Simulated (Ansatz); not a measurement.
Born–Oppenheimer molecular dynamics of CH₆O₂Si (10 atoms, charge 0, multiplicity 1). It starts from a relaxed structure.

Method: RKS r2SCAN/6-31G (Ansatz 0.2.0).

```yaml
ensemble: NVE (velocity Verlet)
time_step: 0.5 fs
steps_asked: 250
starting_velocities_drawn_for: 500 K
seed: 807964
```

Frames 10 fs apart, positions in Å, forces in eV/Å.

Velocities at 5 fs (Å/ps):

```
Si -3.65 3.44 -0.39
C 2.61 -2.40 -1.70
H -24.71 -2.37 11.23
H 1.07 -20.44 7.14
H 19.85 20.84 29.64
H -6.24 4.16 7.60
O 3.15 4.59 -2.45
H -11.10 -1.33 14.99
O 2.83 -7.89 -1.68
H -3.27 -15.50 26.04
```

```xyz
10
Properties=species:S:1:pos:R:3:forces:R:3 time_fs=5 energy_less_start_eV=0.155 T=351
Si -0.100 -0.031 0.096 1.05 -0.88 -0.34
C 0.071 0.035 1.968 -0.26 0.00 1.19
H -0.907 -0.075 2.453 -0.29 0.05 -0.18
H 0.665 -0.765 2.420 0.24 -0.31 -0.47
H 0.485 0.950 2.423 -0.04 0.12 -0.70
H 1.238 0.167 -0.616 -0.47 -0.10 0.12
O -1.197 1.209 -0.291 -0.34 0.14 0.25
H -1.526 1.446 -1.164 -0.02 0.01 -0.25
O -0.579 -1.643 -0.483 -0.55 0.61 0.84
H -1.347 -2.084 -0.027 0.68 0.36 -0.46
10
Properties=species:S:1:pos:R:3:forces:R:3 time_fs=15 energy_less_start_eV=0.269 T=242
Si -0.124 -0.018 0.090 0.58 -1.22 0.02
C 0.073 0.010 2.009 -0.16 -0.21 -2.13
H -0.915 -0.036 2.399 -0.94 -0.08 0.82
H 0.641 -0.871 2.249 0.38 -0.36 0.52
H 0.553 0.919 2.312 0.40 0.53 0.34
H 1.180 0.188 -0.618 0.01 -0.05 -0.11
O -1.180 1.260 -0.308 -0.02 -0.24 0.88
H -1.630 1.431 -1.128 -0.33 0.13 -0.82
O -0.556 -1.686 -0.476 -0.80 0.81 1.36
H -1.223 -2.181 0.103 0.88 0.68 -0.88
10
Properties=species:S:1:pos:R:3:forces:R:3 time_fs=25 energy_less_start_eV=0.286 T=226
Si -0.129 -0.044 0.082 -0.62 0.35 0.46
C 0.045 -0.024 1.981 0.60 -0.48 -1.64
H -0.834 -0.006 2.555 -1.61 0.04 0.55
H 0.630 -0.869 2.283 0.43 -0.87 0.17
H 0.618 0.820 2.236 0.82 1.54 0.48
H 1.113 0.163 -0.683 0.46 0.08 -0.11
O -1.187 1.305 -0.316 0.46 -1.01 0.87
H -1.643 1.372 -1.157 -0.25 0.10 -0.63
O -0.531 -1.646 -0.434 -1.04 -0.84 0.65
H -1.096 -2.278 0.108 0.74 1.09 -0.80
10
Properties=species:S:1:pos:R:3:forces:R:3 time_fs=35 energy_less_start_eV=0.339 T=175
Si -0.137 -0.056 0.078 1.08 1.92 0.22
C 0.051 -0.044 1.944 -0.06 -0.68 -1.15
H -0.853 0.032 2.474 -1.67 0.00 0.59
H 0.570 -0.910 2.297 0.47 -0.84 0.11
H 0.606 0.785 2.227 1.35 1.92 0.62
H 1.167 0.168 -0.694 -0.42 -0.02 0.28
O -1.191 1.298 -0.309 0.12 -1.01 0.20
H -1.569 1.346 -1.204 -0.03 0.19 -0.09
O -0.522 -1.598 -0.395 -1.08 -2.04 -0.46
H -1.048 -2.279 0.073 0.25 0.57 -0.33
10
Properties=species:S:1:pos:R:3:forces:R:3 time_fs=45 energy_less_start_eV=0.243 T=267
Si -0.122 -0.020 0.081 1.11 -0.69 -0.10
C 0.065 -0.034 1.941 -0.49 -1.02 -1.72
H -0.943 0.018 2.259 -1.22 0.09 1.11
H 0.510 -0.975 2.212 0.29 -0.40 0.40
H 0.616 0.782 2.276 1.03 1.54 0.90
H 1.164 0.203 -0.642 0.08 -0.02 -0.24
O -1.195 1.239 -0.297 -0.75 0.33 -0.62
H -1.466 1.460 -1.214 0.14 -0.06 0.52
O -0.547 -1.619 -0.396 0.39 0.64 -0.67
H -1.135 -2.219 0.054 -0.59 -0.39 0.42
10
Properties=species:S:1:pos:R:3:forces:R:3 time_fs=55 energy_less_start_eV=0.221 T=288
Si -0.073 0.002 0.079 -0.44 -1.53 -0.30
C 0.047 -0.013 1.935 -0.15 -1.29 0.67
H -0.920 0.020 2.427 -0.68 0.02 -0.23
H 0.493 -0.956 2.286 0.06 -0.04 -0.30
H 0.595 0.743 2.435 0.88 1.26 0.09
H 1.157 0.210 -0.714 0.36 0.00 -0.12
O -1.229 1.186 -0.294 -0.51 0.91 -0.75
H -1.363 1.628 -1.165 0.12 -0.51 0.70
O -0.581 -1.640 -0.415 1.56 1.90 -0.51
H -1.290 -2.042 0.063 -1.21 -0.71 0.74
10
Properties=species:S:1:pos:R:3:forces:R:3 time_fs=65 energy_less_start_eV=0.234 T=276
Si -0.031 -0.018 0.066 -0.65 -0.09 0.05
C 0.036 -0.007 1.999 0.26 -0.79 -1.20
H -1.003 0.054 2.386 0.62 -0.05 -0.07
H 0.544 -0.969 2.271 -0.47 0.79 0.23
H 0.634 0.849 2.298 0.01 0.13 0.48
H 1.241 0.187 -0.770 -0.43 -0.04 0.44
O -1.281 1.157 -0.294 0.63 0.22 -0.40
H -1.274 1.693 -1.121 -0.07 -0.44 0.45
O -0.598 -1.604 -0.423 1.40 0.96 -0.47
H -1.413 -1.841 0.002 -1.30 -0.71 0.48
10
Properties=species:S:1:pos:R:3:forces:R:3 time_fs=75 energy_less_start_eV=0.245 T=264
Si -0.021 -0.043 0.065 -0.78 0.83 1.29
C 0.060 0.002 1.982 -0.30 -0.04 1.14
H -1.015 0.088 2.357 1.15 -0.14 -0.45
H 0.529 -0.900 2.511 -0.55 1.06 -1.02
H 0.584 0.917 2.362 -0.30 -0.58 -0.33
H 1.263 0.174 -0.655 0.11 0.05 -0.17
O -1.296 1.125 -0.290 0.89 -0.15 0.04
H -1.262 1.656 -1.107 -0.11 -0.05 0.01
O -0.611 -1.544 -0.424 0.35 -0.72 -0.59
H -1.500 -1.831 -0.206 -0.46 -0.25 0.08
10
Properties=species:S:1:pos:R:3:forces:R:3 time_fs=85 energy_less_start_eV=0.284 T=229
Si -0.032 -0.043 0.099 -0.43 0.03 -0.08
C 0.079 0.038 1.951 -0.74 -0.22 2.15
H -1.028 0.081 2.292 1.61 -0.09 -0.28
H 0.557 -0.882 2.456 -0.63 1.38 -0.85
H 0.566 0.982 2.354 -0.42 -1.05 -0.54
H 1.254 0.182 -0.610 0.20 0.00 -0.22
O -1.265 1.088 -0.282 0.12 0.23 0.56
H -1.344 1.572 -1.103 -0.08 0.28 -0.58
O -0.628 -1.531 -0.449 -0.48 -1.09 -0.32
H -1.548 -1.880 -0.465 0.85 0.53 0.15
10
Properties=species:S:1:pos:R:3:forces:R:3 time_fs=95 energy_less_start_eV=0.362 T=154
Si -0.051 -0.041 0.130 0.23 -0.77 -1.59
C 0.070 0.077 1.958 0.21 -0.57 1.36
H -1.000 0.062 2.391 1.80 0.10 -0.37
H 0.669 -0.849 2.280 -0.89 1.35 0.11
H 0.639 1.024 2.225 -0.80 -1.10 0.03
H 1.255 0.166 -0.653 -0.35 -0.10 0.42
O -1.231 1.085 -0.274 -0.50 0.71 0.57
H -1.441 1.442 -1.129 -0.17 0.32 -0.82
O -0.626 -1.559 -0.489 -1.05 -0.43 -0.10
H -1.598 -1.785 -0.621 1.52 0.49 0.39
10
Properties=species:S:1:pos:R:3:forces:R:3 time_fs=105 energy_less_start_eV=0.278 T=234
Si -0.069 -0.065 0.123 -0.09 -0.01 0.23
C 0.083 0.087 1.980 0.42 0.26 2.59
H -0.856 0.102 2.630 0.75 -0.10 -1.28
H 0.722 -0.721 2.454 -0.52 0.61 -0.74
H 0.607 1.058 2.266 -0.49 -0.90 -0.61
H 1.248 0.116 -0.537 0.28 0.07 -0.10
O -1.235 1.137 -0.276 -0.04 -0.02 0.08
H -1.509 1.301 -1.188 -0.06 0.18 -0.26
O -0.605 -1.588 -0.524 -1.48 0.19 -0.10
H -1.605 -1.641 -0.627 1.24 -0.30 0.19
10
Properties=species:S:1:pos:R:3:forces:R:3 time_fs=115 energy_less_start_eV=0.254 T=255
Si -0.084 -0.090 0.120 -0.12 0.72 0.92
C 0.120 0.097 2.060 -0.74 0.34 -1.53
H -0.911 0.081 2.488 0.91 0.03 0.18
H 0.796 -0.679 2.454 -0.34 0.32 0.07
H 0.570 1.120 2.122 -0.31 -0.69 0.42
H 1.289 0.095 -0.439 0.04 0.01 -0.35
O -1.247 1.195 -0.289 0.55 -0.86 -0.11
H -1.542 1.263 -1.224 0.13 0.10 0.30
O -0.597 -1.599 -0.554 -0.74 0.06 -0.01
H -1.558 -1.824 -0.577 0.63 -0.02 0.10
```

Of the whole run (125 fs, mean temperature of the second half 244 K): The conserved energy stayed within 0.44 meV per atom of its start (net change 0.081 meV per atom), so the integration is sound. Over the second half the temperature averaged 0.49 of the 500 K drawn at the start: a run that starts near a minimum puts about half its kinetic energy into the potential. A run of 0.12 ps of so small a system gives no equilibrium averages. Limits of this set-up: no polarisation functions.

The run took 15 min on 1 thread of Arm Neoverse V1, with other jobs on the host, peak memory 0.12 GiB.
